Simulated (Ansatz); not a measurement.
`[CH3][GeH2][CH2][AlH2]` + CH₄ → `C[CH2][GeH2][CH3]` + `[AlH3]`  (formal exchange of groups at a C–Al bond)

Program: Ansatz. Geometries: PBE0-D4/def2-TZVP. ΔE: electronic, gas phase. CCSD(T)/CBS is the MP2 limit (def2-TZVPP, def2-QZVPP) plus CCSD(T) − MP2 in def2-TZVPP, frozen cores. This one scheme is used for every species. DFT in def2-TZVPP. B3LYP here is the variant with VWN-RPA as its local correlation; programs differ in this. For Ge outer-core shells are correlated without core-valence functions, which leaves a few kJ/mol of doubt a bond. Scalar relativity is left out up to krypton. Each species was taken in one conformer, which may not be the lowest.

`[CH3][GeH2][CH2][AlH2]`:

Z-matrix (Å, degrees):
```
Ge
C 1 1.952
Al 1 2.760 2 45.3
C 1 1.946 2 115.6 3 -112.0
H 1 1.602 2 99.7 3 1.6
H 1 1.537 2 115.1 3 112.4
H 2 1.090 1 110.6 3 118.4
H 2 1.089 1 111.3 3 -118.7
H 3 1.587 1 112.0 2 110.3
H 3 1.589 1 109.0 2 -111.5
H 4 1.090 1 110.9 2 169.3
H 4 1.091 1 109.6 2 -70.4
H 4 1.091 1 109.6 2 48.9
```

CH₄:

Cartesian coordinates in Å:
```
C 0.000 0.000 0.000
H 0.512 0.128 0.953
H -0.398 0.959 -0.330
H -0.817 -0.711 0.119
H 0.704 -0.376 -0.742
```

`C[CH2][GeH2][CH3]`:

Z-matrix (Å, degrees):
```
C
C 1 1.523
H 1 1.093 2 111.7
H 1 1.094 2 111.6 3 120.0
H 1 1.093 2 111.4 3 -120.0
Ge 2 1.963 1 113.2 3 60.4
H 2 1.094 1 110.7 3 -60.7
H 2 1.094 1 110.6 3 -178.4
C 6 1.956 2 110.8 1 -60.3
H 6 1.545 2 109.1 1 60.1
H 6 1.544 2 109.9 1 178.4
H 9 1.091 6 110.6 2 60.7
H 9 1.091 6 110.3 2 -59.4
H 9 1.091 6 110.5 2 -179.4
```

`[AlH3]`:

Z-matrix (Å, degrees):
```
Al
H 1 1.586
H 1 1.586 2 120.0
H 1 1.586 2 120.0 3 -179.9
```

```csv
level,ΔE (kcal/mol)
B3LYP-D4,15.8
ωB97X-V,15.5
PBE,18.1
PBE0,17.5
B3LYP,15.4
CCSD(T)/def2-TZVPP,16.2
HF/def2-QZVPP,11.4
MP2/CBS(def2),17.5
```

(1) What does CCSD(T)/CBS give? (An estimate is asked.)

Largest T1 diagnostic among the species: 0.011.

Results:

(1) Ansatz gave: +16.7 kcal/mol. The listed levels differ from it by -0.9, -1.2, 1.4, 0.8, -1.3, -0.5, -5.3, 0.8 kcal/mol.

In def2-TZVPP, CCSD(T) changes the Hartree–Fock value by +4.8 kcal/mol (the triples alone add +0.9 kcal/mol) and MP2 by +5.6 kcal/mol.
